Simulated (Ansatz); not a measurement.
Molecule: CH$_{3}$F$_{3}$Ge, net charge 0, singlet state. SMILES: [F][Ge]([F])([CH3])[F]
Structure (B3LYP-D3(BJ)/def2-TZVP (Ansatz, a quantum-chemistry and plane-wave program) minimum search):
```
Ge
F 1 1.7246
F 1 1.7246 2 105.44
F 1 1.7246 2 105.44 3 -111.27
C 1 1.9236 2 113.25 3 124.36
H 5 1.0882 1 109.06 2 60.00
H 5 1.0882 6 109.88 1 119.50
H 5 1.0882 6 109.88 7 121.00
```
Charge 0, spin multiplicity 1.

Property: vertical triplet-singlet gap (E(triplet) - E(singlet); each state is the SCF solution reached for its spin; the molecule has degenerate orbitals, so one determinant may break the symmetry), in kJ/mol. Cores are frozen in the correlated levels unless marked. Open shells are spin-unrestricted. Spin-orbit coupling is left out. Frozen are the shells of the preceding noble gas and the d and f shells that filled before the atom's block. Non-relativistic. CBS marks a two-point X^-3 extrapolation of the correlation energy; Hartree-Fock from the larger set. The bracket is a focal-point correction in the basis named.

| level | program | vertical triplet-singlet gap (kJ/mol) |
|---|---|---|
| SVWN5/def2-TZVPD | Ansatz | 686.8 |
| PBE/def2-TZVPD | Ansatz | 682.4 |
| r2SCAN/def2-TZVPD | Ansatz | 727.2 |
| B3LYP/def2-TZVPD | Ansatz | 732.2 |
| CAM-B3LYP/def2-TZVPD | Ansatz | … |
| wB97X-V/def2-TZVPD | Ansatz | … |
| SCS-MP2/aug-cc-pVDZ | Ansatz | 844.1 |
| CCSD/aug-cc-pVDZ | Ansatz | … |
| CCSD/aug-cc-pVTZ | Ansatz | … |
| RI-MP2/CBS(aug-cc-pVTZ,aug-cc-pVQZ)+[CCSD(T)-MP2]/aug-cc-pVTZ | Ansatz | 821.2 |

### Question
Complete the blanks.

### Answer

- CAM-B3LYP/def2-TZVPD, vertical triplet-singlet gap (kJ/mol): 765.8
- wB97X-V/def2-TZVPD, vertical triplet-singlet gap (kJ/mol): 796.7
- CCSD/aug-cc-pVDZ, vertical triplet-singlet gap (kJ/mol): 826.4
- CCSD/aug-cc-pVTZ, vertical triplet-singlet gap (kJ/mol): 830.1
